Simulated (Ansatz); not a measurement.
`[F][AlH][NH][SiH3]` + `[SiH3]S` → `[F][AlH][S][SiH3]` + `N[SiH3]` at 298.15 K and 1 bar (ligand exchange at the Al–N bond).

Gas-phase electronic energies from Ansatz, PBE0-D4/def2-TZVP geometries. CCSD(T)/CBS is the MP2 limit (def2-TZVPP, def2-QZVPP) plus CCSD(T) − MP2 in def2-TZVPP, frozen cores. This one scheme is used for every species. One conformer a species, not always the lowest.

```
             species  CCSD(T)/CBS energy (Eh)  H − E (kJ/mol)  S (J/(mol·K))
`[F][AlH][NH][SiH3]`               -688.73064           153.6          338.3
           `[SiH3]S`               -689.27336           102.7          272.7
 `[F][AlH][S][SiH3]`              -1031.20495           118.0          357.3
           `N[SiH3]`               -346.80422           145.7          264.3
```

H − E and S are ideal-gas, rigid-rotor, harmonic terms from PBE0-D4/def2-TZVP, for one conformer and one mirror image of each species. 1 Eh = 2625.50 kJ/mol, R = 8.31446 J/(mol·K).

By hand: ΔE, ΔH, ΔS and ΔG.

ΔE = (-1031.20495) + (-346.80422) − (-688.73064) − (-689.27336) = -0.00517 Eh = -13.6 kJ/mol. Δ(H − E) = 118.0 + 145.7 − 153.6 − 102.7 = 7.4, so ΔH = -6.2 kJ/mol. ΔS = 357.3 + 264.3 − 338.3 − 272.7 = 10.6 J/(mol·K). ΔG = -6.2 − 298.15 × (10.6)/1000 = -9.4 kJ/mol.

By hand: the equilibrium constant, and the temperature at which ΔG would vanish if ΔH and ΔS stayed fixed.

log₁₀ K = −ΔG/(RT ln 10) = 1.6. ΔH and −TΔS have one sign here, so there is no such temperature.

TΔS isn't small against ΔH here. A doubt of 5 kJ/mol in ΔE shifts log₁₀ K by 0.9 here. Other conformers and mirror images would add mixing entropy, several J/(mol·K) or more a flexible species. Modes under 60 cm⁻¹, often nearly free rotors, make the harmonic entropy too high. These are equilibria of isolated gas molecules and say nothing of rates. Largest T1 diagnostic: 0.012 (customary marks: 0.02 for closed shells, 0.045 for open ones).

ΔS is within the doubt of such terms, so its sign, and with it that verdict, could turn.
